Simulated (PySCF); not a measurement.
**Tellurium: a sound run and one with changed settings**

Sound run: Te [Kr] 4d10 5s2 5p4, Te⁺ [Kr] 4d10 5s2 5p3. Calculation: PySCF 2.14, in x2c-SVPall; the spin-free X2C one-electron Hamiltonian (Gaussian nucleus). In the sound run the correlated levels freeze [Kr] 4d10. The sound run starts from symmetry-adapted Hartree-Fock orbitals and uses a fine grid where one is needed.

Changed run: all electrons correlated in a basis built for the valence shell.

```tsv
species	method	sound run (hartree)	changed run (hartree)	converged
Te	MP2	-6790.17891	-6790.20305	yes
Te⁺	MP2	-6789.88331	-6789.90551	yes
```

Ionisation energy of Te:

| method | sound run (eV) | changed run (eV) |
| --- | --- | --- |
| UHF | 7.671 | 7.671 |
| MP2 | 8.044 | 8.097 |
| SCS-MP2 | 8.057 | 8.084 |

A valence basis has no tight correlating functions, so it recovers only part of the core correlation, and not evenly between atom and ion.

For comparison, NIST gives 9.010 eV between the lowest levels.
